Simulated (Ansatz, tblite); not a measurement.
Cost and result up the ladder for the cluster Li3N⁺ (4 atoms). The state is a doublet with charge 1. Geometry: PBE0-D4/def2-TZVP.

```tsv
atom	x (Å)	y (Å)	z (Å)
Li1	0.764	-0.406	-1.602
Li2	-0.884	-1.286	0.939
Li3	0.120	1.692	0.663
N4	0.000	0.000	0.000
```

Ansatz on 4 threads of Arm Neoverse V2 on a shared host; xTB runs through tblite on one thread. Times are rough, summed over both states, and most runs start from the orbitals of an earlier one. CCSD(T)/def2-TZVPP serves as the yardstick here, not as an exact answer. The other state is a quartet at its own geometry, which has other bonds, so the gap mixes isomer and spin.

The xTB rows come from tblite. LC-ωPBE has ω = 0.4 bohr⁻¹. B3LYP takes the VWN-RPA correlation. Correlated methods freeze 1 core orbital; core or outer-core shells of Li are correlated, in sets that lack core-valence functions. The structure comes from a short search, and lower isomers may exist.

Correlated methods converge slowly with the basis.

xTB has no spin-polarisation term.

```
                         level  functions  quartet − doublet (eV)  difference from CCSD(T)/def2-TZVPP (eV)
             RPA@PBE/def2-TZVP         73                    2.61                                    -0.11
PBE-D4/def2-TZVP (with forces)         73                    2.87                                     0.15
                      GFN1-xTB         16                    2.97                                     0.25
             ωB97X-V/def2-TZVP         73                    2.91                                     0.19
             LC-ωPBE/def2-TZVP         73                    2.80                                     0.07
           r2SCAN-D4/def2-TZVP         73                    2.80                                     0.08
                 MP2/def2-TZVP         73                    2.82                                     0.10
                      GFN2-xTB         16                    3.14                                     0.42
            B3LYP-D4/def2-TZVP         73                    2.89                                     0.17
            CCSD(T)/def2-TZVPP         88                    2.72                                     0.00
            PBE-QIDH/def2-TZVP         73                    2.71                                    -0.02
             PBE0-D4/def2-TZVP         73                    2.72                                    -0.01
             BLYP-D4/def2-TZVP         73                    2.96                                     0.24
```

Question: Estimate how long each takes.

Answer: GFN1-xTB 0.003 s; GFN2-xTB 0.005 s; MP2/def2-TZVP 0.35 s; PBE-D4/def2-TZVP (with forces) 1.1 s; BLYP-D4/def2-TZVP 1.1 s; B3LYP-D4/def2-TZVP 1.1 s; PBE-QIDH/def2-TZVP 1.2 s; RPA@PBE/def2-TZVP 1.3 s; PBE0-D4/def2-TZVP 1.6 s; LC-ωPBE/def2-TZVP 2 s; r2SCAN-D4/def2-TZVP 3.7 s; CCSD(T)/def2-TZVPP 4.9 s; ωB97X-V/def2-TZVP 7.6 s. On shared hardware such times vary by a factor of up to 3.
